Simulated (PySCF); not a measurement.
SMILES [SiH3]OB(Cl)Cl (H₃BCl₂OSi) (PBE0/def2-SVP optimised geometry):

```
8

B     -0.305    -0.899     0.000
Cl    -1.146    -2.442     0.000
Cl     1.462    -0.899     0.000
O     -1.006     0.233     0.000
Si    -0.775     1.903     0.014
H      0.679     2.222     0.052
H     -1.462     2.428     1.224
H     -1.403     2.442    -1.221
```

Level of theory: PBE0/def2-TZVP (PySCF 2.14.0).

### Question
What are the frontier orbital energies and the dipole moment?

### Answer
HOMO-2 -9.53 eV, HOMO-1 -9.40 eV, HOMO -8.90 eV, LUMO -0.48 eV, LUMO+1 -0.23 eV; dipole moment 2.06 D.

On the same geometry PBE/def2-TZVP (PySCF) gives HOMO-2 -8.10 eV, HOMO-1 -7.99 eV, HOMO -7.45 eV, LUMO -1.48 eV, LUMO+1 -1.10 eV; dipole moment 1.99 D.

Meta-Löwdin charges at PBE0/def2-TZVP: B1 0.28, Cl2 -0.08, Cl3 -0.10, O4 -0.57, Si5 0.74, H6 -0.09, H7 -0.09, H8 -0.09.
